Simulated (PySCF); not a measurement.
Geometry:
| atom | x (Å) | y (Å) | z (Å) |
| --- | --- | --- | --- |
| Si1 | -3.427 | -0.228 | -0.565 |
| C2 | -2.136 | 0.097 | 0.779 |
| C3 | -0.725 | 0.385 | 0.277 |
| C4 | -0.092 | -0.787 | -0.464 |
| C5 | 1.315 | -0.503 | -0.981 |
| C6 | 2.307 | -0.137 | 0.118 |
| C7 | 1.877 | 1.092 | 0.903 |
| S8 | 0.279 | 0.863 | 1.731 |
| H9 | -4.792 | -0.192 | 0.043 |
| H10 | -3.244 | -1.559 | -1.221 |
| H11 | -3.344 | 0.830 | -1.621 |
| H12 | -2.500 | 0.957 | 1.368 |
| H13 | -2.120 | -0.764 | 1.470 |
| H14 | -0.752 | 1.262 | -0.396 |
| H15 | -0.078 | -1.659 | 0.213 |
| H16 | -0.738 | -1.061 | -1.317 |
| H17 | 1.683 | -1.384 | -1.532 |
| H18 | 1.269 | 0.321 | -1.716 |
| H19 | 2.419 | -0.984 | 0.816 |
| H20 | 3.300 | 0.048 | -0.327 |
| H21 | 2.592 | 1.327 | 1.706 |
| H22 | 1.820 | 1.977 | 0.246 |

Geometry: PBE0-D3(BJ)/def2-SVP; GIAO shifts from PySCF, gas phase, non-relativistic, averaged over equivalent atoms.

At PBE0/pcSseg-1 (220 basis functions, 84 s wall time on 1 thread of an Arm Neoverse N1, shared host):
```json
{"atoms": "Si1", "δ (ppm)": "-67.2"}
{"atoms": "C3", "δ (ppm)": "45.0"}
{"atoms": "C4", "δ (ppm)": "36.8"}
{"atoms": "C7", "δ (ppm)": "35.2"}
{"atoms": "C5", "δ (ppm)": "29.0"}
{"atoms": "C6", "δ (ppm)": "28.8"}
{"atoms": "C2", "δ (ppm)": "16.0"}
{"atoms": "S8", "δ (ppm)": "37.2"}
{"atoms": "H9/H10/H11", "δ (ppm)": "3.90"}
{"atoms": "H22", "δ (ppm)": "2.62"}
{"atoms": "H14", "δ (ppm)": "2.35"}
{"atoms": "H21", "δ (ppm)": "2.27"}
{"atoms": "H16", "δ (ppm)": "1.83"}
{"atoms": "H17", "δ (ppm)": "1.71"}
{"atoms": "H20", "δ (ppm)": "1.66"}
{"atoms": "H19", "δ (ppm)": "1.33"}
{"atoms": "H18", "δ (ppm)": "1.11"}
{"atoms": "H12", "δ (ppm)": "0.98"}
{"atoms": "H15", "δ (ppm)": "0.98"}
{"atoms": "H13", "δ (ppm)": "0.72"}
```

Shifts are taken against calculated references (same method and geometry level): 29Si (351.99 ppm) and 13C (184.41 ppm) and 1H (31.27 ppm) against TMS; 33S (495.66 ppm) against CS2.

**Question.** Estimate the result of repeating the calculation with KT2/pcSseg-1.

**Answer.** 
```json
{"atoms": "Si1", "δ at KT2/pcSseg-1": "-71.2", "change": "-4.0"}
{"atoms": "C3", "δ at KT2/pcSseg-1": "48.6", "change": "+3.6"}
{"atoms": "C4", "δ at KT2/pcSseg-1": "39.2", "change": "+2.4"}
{"atoms": "C7", "δ at KT2/pcSseg-1": "37.6", "change": "+2.4"}
{"atoms": "C5", "δ at KT2/pcSseg-1": "31.3", "change": "+2.3"}
{"atoms": "C6", "δ at KT2/pcSseg-1": "30.7", "change": "+1.9"}
{"atoms": "C2", "δ at KT2/pcSseg-1": "17.6", "change": "+1.6"}
{"atoms": "S8", "δ at KT2/pcSseg-1": "73.4", "change": "+36.2"}
{"atoms": "H9/H10/H11", "δ at KT2/pcSseg-1": "3.93", "change": "+0.03"}
{"atoms": "H22", "δ at KT2/pcSseg-1": "2.87", "change": "+0.25"}
{"atoms": "H14", "δ at KT2/pcSseg-1": "2.62", "change": "+0.27"}
{"atoms": "H21", "δ at KT2/pcSseg-1": "2.43", "change": "+0.16"}
{"atoms": "H16", "δ at KT2/pcSseg-1": "2.04", "change": "+0.21"}
{"atoms": "H17", "δ at KT2/pcSseg-1": "1.86", "change": "+0.15"}
{"atoms": "H20", "δ at KT2/pcSseg-1": "1.79", "change": "+0.13"}
{"atoms": "H19", "δ at KT2/pcSseg-1": "1.39", "change": "+0.06"}
{"atoms": "H18", "δ at KT2/pcSseg-1": "1.24", "change": "+0.13"}
{"atoms": "H12", "δ at KT2/pcSseg-1": "1.11", "change": "+0.13"}
{"atoms": "H15", "δ at KT2/pcSseg-1": "1.05", "change": "+0.07"}
{"atoms": "H13", "δ at KT2/pcSseg-1": "0.82", "change": "+0.10"}
```

References, each an isolated molecule treated in the same way: 29Si (σref 361.05), 13C (σref 183.22), 1H (σref 31.18) vs TMS; 33S (σref 518.69) vs CS2.

The largest change is at S8 (sulfide sulfur). Cost: 220 basis functions, 110 s wall time on 1 thread of an Arm Neoverse N1, shared host. The order of the carbon signals is the same at both levels.
